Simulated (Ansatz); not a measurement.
Basis-set series for C2H7BrSi (`C[SiH](C)Br`). The species carries charge 0 and has multiplicity 1. The geometry is a stationary point of PBE0-D4/def2-TZVP.

```csv
atom,x (Å),y (Å),z (Å)
C1,-1.038,-0.914,-0.789
Si2,0.174,-0.384,0.519
C3,0.701,1.390,0.331
Br4,1.993,-1.679,0.359
H5,-0.614,-0.779,-1.786
H6,-1.951,-0.316,-0.718
H7,-1.306,-1.965,-0.669
H8,-0.379,-0.626,1.876
H9,1.150,1.558,-0.650
H10,-0.164,2.052,0.433
H11,1.433,1.662,1.094
```

```
functional       basis  functions  energy (Eh)  HOMO (eV)  LUMO (eV)
   PBE0-D4    def2-SVP        113  -2943.17033      -7.95       0.87
   PBE0-D4  def2-TZVPP        250  -2943.67596      -8.08       0.59
   ωB97M-V    def2-SVP        113  -2943.45824     -10.14       2.83
   ωB97M-V  def2-TZVPP        250  -2943.96992     -10.30       2.37
```

(1) Give the rows for def2-QZVPP. (An estimate is asked.)

Results:

(1) Computed: 
```
functional       basis  functions  energy (Eh)  HOMO (eV)  LUMO (eV)
   PBE0-D4  def2-QZVPP        483  -2943.74327      -8.09       0.41
   ωB97M-V  def2-QZVPP        483  -2944.03458     -10.32       1.66
```

Positive LUMOs are unbound and depend on the basis. Scalar relativity is left out up to krypton.
